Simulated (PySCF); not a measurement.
methylamine (CH5N), singlet, at a GFN2-xTB geometry, with bond 6-1 at 3.0 times its length; B3LYP/def2-SVP (PySCF).

PySCF was given this input:
```python
from pyscf import gto, scf, dft

mol = gto.M(
    atom='''
C     0.06015742    0.70059241   -0.00131411
N     0.03966195   -0.75172453    0.00299697
H    -0.93451955    1.16943137   -0.01795391
H    -0.46398692   -1.09295311    0.81518120
H    -0.43905591   -1.09816464   -0.82195807
H     1.63779877    1.72755793    2.67057001
H     0.61294631    1.03728935   -0.87767727
''',
    basis='def2-svp',
    verbose=4,
)

mf = dft.RKS(mol)
mf.xc = 'b3lyp'
mf.kernel()
mo_i, mo_e, stable_i, stable_e = mf.stability(internal=True, external=True, return_status=True, nroots=6, tol=1e-6)
print('internally stable:', stable_i, ' externally stable:', stable_e)
if not stable_e:
    umf = mf.to_uhf() if not hasattr(mf, 'xc') else mf.to_uks()
    umf.scf_summary = {}
    umf.kernel(umf.make_rdm1(mo_e, umf.mo_occ))
```

### Question
What does PySCF print? Leave out banner, timings and long lists.

### Answer

```
PySCF version 2.14.0

[INPUT] verbose = 4
[INPUT] num. atoms = 7
[INPUT] num. electrons = 18
[INPUT] charge = 0
[INPUT] spin (= nelec alpha-beta = 2S) = 0
[INPUT] symmetry False subgroup None
[INPUT] Mole.unit = angstrom
[INPUT] Symbol           X                Y                Z      unit          X                Y                Z       unit  Magmom
[...]
nuclear repulsion = 38.9024650257061
number of shells = 27
number of NR pGTOs = 83
number of NR cGTOs = 53
basis = def2-svp
ecp = {}

******** <class 'pyscf.dft.rks.RKS'> ********
method = RKS
initial guess = minao
damping factor = 0
level_shift factor = 0
DIIS = <class 'pyscf.scf.diis.CDIIS'>
diis_start_cycle = 1
diis_space = 8
diis_damp = 0
SCF conv_tol = 1e-09
SCF conv_tol_grad = None
SCF max_cycles = 50
direct_scf = True
direct_scf_tol = 1e-13
XC library pyscf.dft.libxc version 7.1.2
    S. Lehtola, C. Steigemann, M. J. T. Oliveira, and M. A. L. Marques,  SoftwareX 7, 1–5 (2018)
XC functionals = b3lyp
    P. J. Stephens, F. J. Devlin, C. F. Chabalowski, and M. J. Frisch,  J. Phys. Chem. 98, 11623 (1994)
radial grids:
    Treutler-Ahlrichs [JCP 102, 346 (1995); DOI:10.1063/1.469408] (M4) radial grids

becke partition: Becke, JCP 88, 2547 (1988); DOI:10.1063/1.454033
pruning grids: <function nwchem_prune>
grids dens level: 3
symmetrized grids: False
atomic radii adjust function: <function treutler_atomic_radii_adjust>
small_rho_cutoff = 0
Set gradient conv threshold to 3.16228e-05
Initial guess from minao.
tot grids = 77064
init E= -95.5150928610514
cycle= 1 E= -95.5389002392828  delta_E= -0.0238  |g|= 0.297  |ddm|= 2.32
cycle= 2 E= -95.2788986445339  delta_E= 0.26  |g|= 0.695  |ddm|= 1.19
cycle= 3 E= -95.4256678164614  delta_E= -0.147  |g|= 0.477  |ddm|= 1.54
cycle= 4 E= -95.5536285053213  delta_E= -0.128  |g|= 0.128  |ddm|= 0.904
cycle= 5 E= -95.5640735206387  delta_E= -0.0104  |g|= 0.03  |ddm|= 0.25
cycle= 6 E= -95.5640218715795  delta_E= 5.16e-05  |g|= 0.0322  |ddm|= 0.0911
cycle= 7 E= -95.5640066467858  delta_E= 1.52e-05  |g|= 0.0329  |ddm|= 0.00234
cycle= 8 E= -95.5639251203085  delta_E= 8.15e-05  |g|= 0.0349  |ddm|= 0.003
cycle= 9 E= -95.5644110543197  delta_E= -0.000486  |g|= 0.0191  |ddm|= 0.022
cycle= 10 E= -95.5646034191244  delta_E= -0.000192  |g|= 0.00475  |ddm|= 0.0198
cycle= 11 E= -95.5646157621071  delta_E= -1.23e-05  |g|= 0.000144  |ddm|= 0.00663
cycle= 12 E= -95.5646157717454  delta_E= -9.64e-09  |g|= 4.25e-05  |ddm|= 0.00015
[...]
converged SCF energy = -95.5646157728704
<class 'pyscf.dft.rks.RKS'> wavefunction is stable in the internal stability analysis
<class 'pyscf.dft.rks.RKS'> wavefunction is stable in the real -> complex stability analysis
<class 'pyscf.dft.rks.RKS'> wavefunction has an RHF/RKS -> UHF/UKS instability
internally stable: True  externally stable: False
[...]

******** <class 'pyscf.dft.uks.UKS'> ********
method = UKS
initial guess = minao
damping factor = 0
level_shift factor = 0
DIIS = <class 'pyscf.scf.diis.CDIIS'>
diis_start_cycle = 1
diis_space = 8
diis_damp = 0
SCF conv_tol = 1e-09
SCF conv_tol_grad = None
SCF max_cycles = 50
direct_scf = True
direct_scf_tol = 1e-13
number electrons alpha = 9  beta = 9
XC library pyscf.dft.libxc version 7.1.2
    S. Lehtola, C. Steigemann, M. J. T. Oliveira, and M. A. L. Marques,  SoftwareX 7, 1–5 (2018)
XC functionals = b3lyp
    P. J. Stephens, F. J. Devlin, C. F. Chabalowski, and M. J. Frisch,  J. Phys. Chem. 98, 11623 (1994)
radial grids:
    Treutler-Ahlrichs [JCP 102, 346 (1995); DOI:10.1063/1.469408] (M4) radial grids

becke partition: Becke, JCP 88, 2547 (1988); DOI:10.1063/1.454033
pruning grids: <function nwchem_prune>
grids dens level: 3
symmetrized grids: False
atomic radii adjust function: <function treutler_atomic_radii_adjust>
small_rho_cutoff = 0
Set gradient conv threshold to 3.16228e-05
init E= -95.5072809619816
cycle= 1 E= -95.0715013407056  delta_E= 0.436  |g|= 0.576  |ddm|= 1.18
cycle= 2 E= -94.6468212668033  delta_E= 0.425  |g|= 1.01  |ddm|= 1.83
cycle= 3 E= -95.3413461284719  delta_E= -0.695  |g|= 0.358  |ddm|= 1.04
cycle= 4 E= -95.2149649732762  delta_E= 0.126  |g|= 0.382  |ddm|= 1.34
cycle= 5 E= -95.5593341011863  delta_E= -0.344  |g|= 0.0676  |ddm|= 0.822
cycle= 6 E= -95.5465485845426  delta_E= 0.0128  |g|= 0.13  |ddm|= 0.107
cycle= 7 E= -95.4349043319652  delta_E= 0.112  |g|= 0.316  |ddm|= 0.31
cycle= 8 E= -95.564266205358  delta_E= -0.129  |g|= 0.0186  |ddm|= 0.501
cycle= 9 E= -95.5637432454032  delta_E= 0.000523  |g|= 0.0304  |ddm|= 0.0319
cycle= 10 E= -95.564356937323  delta_E= -0.000614  |g|= 0.0204  |ddm|= 0.0147
cycle= 11 E= -95.5645055688195  delta_E= -0.000149  |g|= 0.0106  |ddm|= 0.0297
cycle= 12 E= -95.564597683721  delta_E= -9.21e-05  |g|= 0.00403  |ddm|= 0.0251
cycle= 13 E= -95.5646144743955  delta_E= -1.68e-05  |g|= 0.00107  |ddm|= 0.00404
cycle= 14 E= -95.5646157292541  delta_E= -1.25e-06  |g|= 0.000197  |ddm|= 0.00127
cycle= 15 E= -95.5646157706458  delta_E= -4.14e-08  |g|= 4.06e-05  |ddm|= 0.000335
cycle= 16 E= -95.5646157725973  delta_E= -1.95e-09  |g|= 1.33e-05  |ddm|= 8.4e-05
cycle= 17 E= -95.5646157727956  delta_E= -1.98e-10  |g|= 8e-06  |ddm|= 3.81e-05
Extra cycle  E= -95.564615768926  delta_E= 3.87e-09  |g|= 6.01e-05  |ddm|= 9.23e-05
converged SCF energy = -95.564615768926  <S^2> = 1.4061108e-10  2S+1 = 1
```
